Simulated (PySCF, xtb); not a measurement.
C4H11NSi, SMILES CC/N=C(\C)[SiH3].

GFN2-xTB in xtb at its own geometry gives an orbital gap of 3.06 eV and a dipole moment of 1.60 D.

Coordinates come from a r2SCAN-D4/def2-SVP optimisation. The structure was generated by enumeration; whether it is a known compound was not checked. One conformer was computed; it need not be the lowest.

Problem. What does PBE/def2-TZVP (PySCF) give? (Estimate from the structure and the level; the computed values follow.)

Solution. gap 3.75 eV (levels -5.48 and -1.72 eV), dipole 2.03 D.
